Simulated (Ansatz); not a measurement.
Start from `[O]=[Mo]([Cl])([Cl])([Cl])[Cl]` and change one atom or group to get `[O]=[Mo]([F])([Cl])([Cl])[Cl]`.

Ansatz, PBE0-D4/def2-TZVP geometries, multiplicity 1. 

Elements past krypton have def2 core potentials.

```json
{"property": "HOMO energy (B3LYP/def2-TZVPP) / eV", "`[O]=[Mo]([Cl])([Cl])([Cl])[Cl]`": "-8.61"}
{"property": "zero-point energy (PBE0-D4/def2-TZVP) / kJ/mol", "`[O]=[Mo]([Cl])([Cl])([Cl])[Cl]`": "23.5"}
{"property": "HOMO energy (PBE/def2-TZVPP) / eV", "`[O]=[Mo]([Cl])([Cl])([Cl])[Cl]`": "-7.55"}
{"property": "size of the dipole moment (ωB97M-V/def2-TZVPP) / D", "`[O]=[Mo]([Cl])([Cl])([Cl])[Cl]`": "0.06"}
{"property": "ideal-gas entropy at 298 K and 1 bar (rigid rotor, harmonic PBE0-D4/def2-TZVP) / J/(mol·K)", "`[O]=[Mo]([Cl])([Cl])([Cl])[Cl]`": "385"}
{"property": "HOMO energy (ωB97M-V/def2-TZVPP) / eV", "`[O]=[Mo]([Cl])([Cl])([Cl])[Cl]`": "-11.05"}
```

(1) Give the same properties after the change, and the shifts. (Best estimate.)

## Answers

(1) Computed: 
| property | `[O]=[Mo]([F])([Cl])([Cl])[Cl]` | shift |
| --- | --- | --- |
| HOMO energy (B3LYP/def2-TZVPP) / eV | -8.96 | -0.35 |
| zero-point energy (PBE0-D4/def2-TZVP) / kJ/mol | 26.2 | 2.7 |
| HOMO energy (PBE/def2-TZVPP) / eV | -7.87 | -0.32 |
| size of the dipole moment (ωB97M-V/def2-TZVPP) / D | 0.52 | 0.46 |
| ideal-gas entropy at 298 K and 1 bar (rigid rotor, harmonic PBE0-D4/def2-TZVP) / J/(mol·K) | 384 | -1 |
| HOMO energy (ωB97M-V/def2-TZVPP) / eV | -11.39 | -0.34 |

With PBE0 the HOMO falls by 0.36 eV and the LUMO rises by 0.15 eV, so the gap widens by about 0.51 eV. PBE moves the HOMO by -0.32 eV and ωB97M-V by -0.34 eV. Dipoles are sizes alone; their direction can turn. Modes under 60 cm⁻¹, often nearly free rotors, make the harmonic entropy too high.

B3LYP here is the variant with VWN-RPA as its local correlation; programs differ in this.
